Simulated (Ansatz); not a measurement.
Pd3H4⁻. The state is a doublet with charge -1. Geometry PBE-D4/def2-TZVPD; atoms count from 1.

Cartesian coordinates in Å:
```
Pd -0.9736 0.5513 0.7892
Pd 0.0513 -0.6199 -1.2249
Pd 1.0330 -1.2322 1.2412
H -1.8736 1.8674 0.5836
H 1.4903 -0.8430 -0.3339
H -0.2106 -0.0338 -2.6985
H 0.4831 0.3103 1.6432
```

In the def2 sets Pd takes a core potential; there is no spin–orbit coupling. Another isomer (doublet) lies 0.38 eV lower at PBE0-D4/def2-TZVPD; other spin states weren't run for this one.

(1) Estimate the Mulliken populations from the PBE0/def2-TZVPD orbitals of Ansatz.

(2) Where does the spin sit?

(3) And the Mayer bond orders between heavy atoms (over 0.3)?

Answers

(1) 
```
atom  charge (e)  spin (α − β)  d electrons
 Pd1       -0.56          0.43         9.09
 Pd2       -0.57          0.44         9.09
 Pd3       -0.49         -0.02         9.37
  H4        0.03          0.05            –
  H5        0.28          0.03            –
  H6        0.03          0.05            –
  H7        0.28          0.03            –
```
Mulliken values depend strongly on the basis. With diffuse functions, as here, like atoms can get unlike values, and bond orders can come out too low or too high.

(2) Summed by element: Pd 0.85, H 0.15, of 1 unpaired in all. Largest on single atoms: Pd2 0.44, Pd1 0.43, H6 0.05.

(3) Pd1–Pd2 0.85 (2.55 Å); Pd1–Pd3 0.62 (2.72 Å); Pd2–Pd3 0.61 (2.72 Å).
